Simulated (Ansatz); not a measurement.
Ansatz (a program for electronic structure) input (r2SCAN/def2-TZVP):

Ansatz 0.2 input:
```yaml
crystal:
  periodic: [false, false, false]
  atoms:
    - {symbol: Zr, position_ang: [-0.00000000, 0.00000000, 0.00000000]}
    - {symbol: H, position_ang: [0.93193131, 1.19448915, 1.21314022]}
    - {symbol: H, position_ang: [0.95523157, -1.18293019, -1.20632430]}
    - {symbol: H, position_ang: [-0.94669774, 1.20396427, -1.19215894]}
    - {symbol: H, position_ang: [-0.94046514, -1.21552324, 1.18534302]}
basis:
  gaussian:
    orbitals: def2-TZVP
hamiltonian:
  xc: {name: r2SCAN}
total_charge: -1
magnetization: {spin_polarized: true, initial_magnetization: 1}
relax: {f_tol: 0.003, max_steps: 100}
```

Output:

```
Functional definition: r2SCAN
integrals: 0.02 GiB planned
497 factors; their error is unknown
mean field: 0.21 GiB planned
mean field evaluation 1: about -1342.6991 eV, gradient 1.2e1 eV
mean field evaluation 2: about -1341.3497 eV, gradient 2.0e1 eV
mean field evaluation 4: about -1343.9628 eV, gradient 5.5e-1 eV
mean field evaluation 8: about -1343.9634 eV, gradient 5.6e-3 eV
mean field evaluation 16: about -1343.9634 eV, gradient 8.3e-5 eV
mean field evaluation 32: about -1344.0206 eV, gradient 4.7e0 eV
mean field evaluation 64: about -1343.2854 eV, gradient 6.1e0 eV
mean field evaluation 96: about -1343.9634 eV, gradient 1.2e-4 eV
mean field evaluation 128: about -1344.0208 eV, gradient 4.7e0 eV
mean field -1344.20301623 eV, -49.3985497129 hartree, gradient 2.9e-6 eV, S^2 0.754181; 12 other end points of the search recorded, 0 dependent functions left out
the calculation of the forces begins
reference -1344.20305323 eV, -49.3985510728 hartree; 9, 8 occupied and 55, 56 virtual orbitals, 497 factors
relax step   1: F+E_penalty+E_count = -1344.20301623 eV  Δ(F+E_penalty+E_count) = +0.000e0 eV  max|allowed force component| = 4.411e-2 eV/Å  Δτ_max = 0.0000 Å  (402 SCF iters, accepted)
these checks for a lower state are left out or cut short: starts, cluster_reference, orbital_swaps, neighbouring_geometries, increment
integrals: 0.02 GiB planned
497 factors; their error is unknown
mean field: 0.21 GiB planned
mean field -1344.20047559 eV, -49.3984563461 hartree, gradient 1.1e-5 eV, S^2 0.753916; 2 other end points of the search recorded, 0 dependent functions left out
the calculation of the forces begins
reference -1344.20051281 eV, -49.3984577138 hartree; 9, 8 occupied and 55, 56 virtual orbitals, 497 factors
relax step   2: F+E_penalty+E_count = -1344.20047559 eV  Δ(F+E_penalty+E_count) = +2.541e-3 eV  max|allowed force component| = 7.357e-2 eV/Å  Δτ_max = 0.0713 Å  (88 SCF iters, rejected (line search))
these checks for a lower state are left out or cut short: starts, cluster_reference, orbital_swaps, neighbouring_geometries, increment
integrals: 0.02 GiB planned
497 factors; their error is unknown
mean field: 0.21 GiB planned
mean field evaluation 160: about -1344.2050 eV, gradient 4.5e-2 eV
mean field -1344.20502492 eV, -49.3986235308 hartree, gradient 1.1e-5 eV, S^2 0.754065; 1 other end points of the search recorded, 0 dependent functions left out
the calculation of the forces begins
reference -1344.20506201 eV, -49.3986248939 hartree; 9, 8 occupied and 55, 56 virtual orbitals, 497 factors
relax step   3: F+E_penalty+E_count = -1344.20502492 eV  Δ(F+E_penalty+E_count) = -2.009e-3 eV  max|allowed force component| = 5.068e-4 eV/Å  Δτ_max = 0.0307 Å  (84 SCF iters, accepted)
integrals: 0.02 GiB planned
497 factors; their error is unknown
mean field: 0.21 GiB planned
mean field evaluation 192: about -1343.9229 eV, gradient 9.5e-5 eV
mean field evaluation 224: about -1343.9229 eV, gradient 1.7e-6 eV
mean field evaluation 256: about -1344.2050 eV, gradient 1.1e-5 eV
mean field -1344.20502492 eV, -49.3986235308 hartree, gradient 1.1e-5 eV, S^2 0.754065; 11 other end points of the search recorded, 0 dependent functions left out
the calculation of the forces begins
reference -1344.20506201 eV, -49.3986248939 hartree; 9, 8 occupied and 55, 56 virtual orbitals, 497 factors
Total energy: -1344.20506201 eV, -49.3986248939 hartree
Atom 0 at    -0.000000    -0.000000    -0.000000 Å, force     0.000000     0.000000     0.000000 eV/Å
Atom 1 at     0.902901     1.201476     1.220326 Å, force    -0.000499    -0.000414    -0.000420 eV/Å
Atom 2 at     0.926341    -1.190272    -1.213720 Å, force    -0.000507     0.000408     0.000416 eV/Å
Atom 3 at    -0.917756     1.211433    -1.199219 Å, force     0.000504    -0.000415     0.000413 eV/Å
Atom 4 at    -0.911486    -1.222637     1.192612 Å, force     0.000501     0.000421    -0.000409 eV/Å
Dipole moment:    -0.000000    -0.000000    -0.000000 e Å
```

The spin state was set by rule; other spins were not relaxed.
